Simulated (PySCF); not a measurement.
**Basis and Hamiltonian dependence of the excitation energy of In+**

In+ [Kr] 4d10 5s2 (1S) → In+ [Kr] 4d10 5s1 5p1, s spin flipped. All values are computed (PySCF 2.14, energy differences of UHF-based or UKS calculations, no spin-orbit coupling). Values in eV.

```csv
basis,Hamiltonian,functions,UHF,PBE,PBE0,MP2 (valence)
Sapporo-DKH3-DZP-2012,spin-free X2C,52,5.951,n/a,n/a,n/a
aug-cc-pVTZ-PP with ECP28MDF,ECP,55,5.940,6.457,6.373,6.028
def2-TZVPPD with the def2 core potential (28 electrons),ECP,56,5.936,6.459,6.374,6.033
x2c-TZVPPall,spin-free X2C,60,5.978,6.395,6.340,6.074
x2c-QZVPPall,spin-free X2C,112,5.933,6.376,6.311,6.024
dyall-av2z,non-relativistic,130,5.310,5.672,5.621,5.421
```

Frozen in the all-electron rows: valence: [Kr] 4d10; with a core potential, the same shells as far as they lie outside it.

In the upper determinant the s electron has its spin opposite to the other open shell, which mixes two multiplicities. Non-relativistic rows lack the scalar-relativistic shift.
